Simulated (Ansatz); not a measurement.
`O=[CH][AlH][F]` + PH₃ → `[F][AlH][PH2]` + `C=O` at 500 K and 1 bar (ligand exchange at the Al–C bond).

Gas-phase electronic energies from Ansatz, PBE0-D4/def2-TZVP geometries. CCSD(T)/CBS is the MP2 limit (def2-TZVPP, def2-QZVPP) plus CCSD(T) − MP2 in def2-TZVPP, frozen cores. This one scheme is used for every species. Each species was taken in one conformer, which may not be the lowest.

```tsv
species	CCSD(T)/CBS energy (Eh)	H − E (kJ/mol)	S (J/(mol·K))
`O=[CH][AlH][F]`	-456.27101	104.4	359.8
PH₃	-342.72256	81.5	231.4
`[F][AlH][PH2]`	-684.62569	103.5	350.5
`C=O`	-114.39408	87.9	238.5
```

H − E and S are ideal-gas, rigid-rotor, harmonic terms from PBE0-D4/def2-TZVP, for one conformer and one mirror image of each species. 1 Eh = 2625.50 kJ/mol, R = 8.31446 J/(mol·K).

Problem. By hand: ΔE, ΔH, ΔS and ΔG.

Solution. ΔE = (-684.62569) + (-114.39408) − (-456.27101) − (-342.72256) = -0.02620 Eh = -68.8 kJ/mol. Δ(H − E) = 103.5 + 87.9 − 104.4 − 81.5 = 5.5, so ΔH = -63.3 kJ/mol. ΔS = 350.5 + 238.5 − 359.8 − 231.4 = -2.2 J/(mol·K). ΔG = -63.3 − 500 × (-2.2)/1000 = -62.2 kJ/mol.

Problem. By hand: the equilibrium constant, and the temperature at which ΔG would vanish if ΔH and ΔS stayed fixed.

Solution. log₁₀ K = −ΔG/(RT ln 10) = 6.5. ΔG = 0 at ΔH/ΔS = 28773 K, far beyond where these terms or the molecules hold.

The number of gas molecules stays the same, so ΔS is small and ΔH decides. A doubt of 5 kJ/mol in ΔE shifts log₁₀ K by 0.5 here. Other conformers and mirror images would add mixing entropy, several J/(mol·K) or more a flexible species. Modes under 60 cm⁻¹, often nearly free rotors, make the harmonic entropy too high. These are equilibria of isolated gas molecules and say nothing of rates. Largest T1 diagnostic: 0.015 (customary marks: 0.02 for closed shells, 0.045 for open ones).
